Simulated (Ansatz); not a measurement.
Program: Ansatz. Geometries: PBE0-D4/def2-TZVP. ΔE: electronic, gas phase. CCSD(T)/CBS is the MP2 limit (def2-TZVPP, def2-QZVPP) plus CCSD(T) − MP2 in def2-TZVPP, frozen cores. This one scheme is used for every species. One conformer a species, not always the lowest.

`C#C[SiH2][AlH][SiH3]` + `CCBS` → `CCBS[SiH3]` + `C#C[SiH2][AlH2]`  (cleavage of the Si–Al bond)

`C#C[SiH2][AlH][SiH3]`:

Cartesian coordinates in Å:
```
C -0.176 1.758 0.833
C -0.741 0.825 1.411
Si -1.463 -0.868 1.336
Al -0.632 0.159 -0.746
Si 1.614 -0.576 -1.361
H 0.307 2.697 0.655
H -2.876 -0.811 1.783
H -0.659 -1.763 2.202
H -1.754 0.821 -1.648
H 2.431 0.509 -1.981
H 2.355 -1.042 -0.153
H 1.594 -1.708 -2.333
```

`CCBS`:

```xyz
11

C     0.717    1.307   -0.071
C     0.392   -0.168   -0.303
B    -1.092   -0.549    0.000
S    -1.630   -2.035    0.813
H     0.613    1.575    0.984
H     0.043    1.953   -0.638
H     1.741    1.545   -0.371
H     0.535   -0.397   -1.370
H     1.102   -0.808    0.232
H    -1.996    0.161   -0.338
H    -0.426   -2.584    1.062
```

`CCBS[SiH3]`:

```xyz
14

C    -0.918    0.602    2.229
C    -1.054   -0.414    1.096
B    -0.153   -0.111   -0.141
S     0.704   -1.434   -0.995
Si    1.614   -0.293   -2.571
H    -1.628    0.401    3.035
H    -1.096    1.619    1.871
H     0.085    0.580    2.663
H    -0.917   -1.434    1.468
H    -2.085   -0.378    0.709
H    -0.038    1.011   -0.552
H     0.573    0.349   -3.411
H     2.405   -1.241   -3.395
H     2.508    0.745   -2.004
```

`C#C[SiH2][AlH2]`:

Cartesian coordinates in Å:
```
C 0.342 -0.007 -2.422
C 0.205 -0.471 -1.315
Si -0.017 -1.016 0.421
Al -0.271 1.132 1.587
H 0.465 0.381 -3.407
H 1.178 -1.810 0.814
H -1.205 -1.910 0.477
H -1.707 1.794 1.731
H 1.010 1.907 2.114
```

| species | CCSD(T)/CBS(def2) energy (Eh) |
| --- | --- |
| `C#C[SiH2][AlH][SiH3]` | -900.40976 |
| `CCBS` | -502.91784 |
| `CCBS[SiH3]` | -793.21725 |
| `C#C[SiH2][AlH2]` | -610.12048 |

Q: Work out ΔE.

A: ΔE = (-793.21725) + (-610.12048) − (-900.40976) − (-502.91784) = -0.01013 Eh = -6.4 kcal/mol.

Largest T1 diagnostic among the species: 0.015.

Leaving LDA and LC-ωPBE aside and taking each functional with its dispersion term where it has one, the values, not all of them listed here, spread over 10.0 kcal/mol, from BHLYP-D4 to PBE-D4. LDA lies +4.5 kcal/mol from PBE without D4. From r2SCAN to r2SCAN0 (25 % exact exchange), in def2-TZVPP and without D4, ΔE moves by −1.7 kcal/mol. The D4 term adds +0.9 kcal/mol with B3LYP and +0.5 kcal/mol with PBE0; it sums over pairs of atoms, weighted by their polarisabilities, and B3LYP, whose exchange is more repulsive, gets the larger term.

B3LYP here is the variant with VWN-RPA as its local correlation; programs differ in this.
